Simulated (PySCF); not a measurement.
CH₈FNSi₂, SMILES NC[SiH2][SiH2]F. Atoms are numbered in the order given.

```xyz
13

N     -2.7191     1.0560     1.0191
C     -1.5573     0.1741     0.8699
Si    -0.0837     0.9207    -0.0933
Si     1.6905    -0.6009    -0.3415
F      1.0642    -1.9650    -1.0019
H     -2.4574     1.9188     1.4970
H     -3.0768     1.3358     0.1052
H     -1.8705    -0.7570     0.3668
H     -1.2126    -0.1413     1.8702
H      0.4139     2.1393     0.6207
H     -0.5576     1.3559    -1.4439
H      2.2892    -0.9697     0.9751
H      2.7753    -0.1107    -1.2404
```
Charge 0, spin multiplicity 1.

Geometry optimised at B3LYP-D3(BJ)/def2-SVP. This is a generated structure with no PubChem entry under its InChIKey; it may be hypothetical. The values are those of a single conformer.

All values below come from PBE/def2-TZVP run with PySCF.

The molecule is in vacuum.

```json
{
 "total_energy": "-776.12019 hartree",
 "highest_occupied_level": "-5.37 eV",
 "lowest_empty_level": "-1.50 eV",
 "orbital_gap": "3.87 eV",
 "dipole_moment": "1.69 D",
 "quadrupole, principal values (traceless, Buckingham form, about the centre of nuclear charge)": "-5.52, -0.15, 5.67 D·Å",
 "mean_static_polarisability": "82.6 bohr³ (12.23 Å³)",
 "polarisability_principal_values": "66.8, 73.0, 107.9 bohr³"
}
```
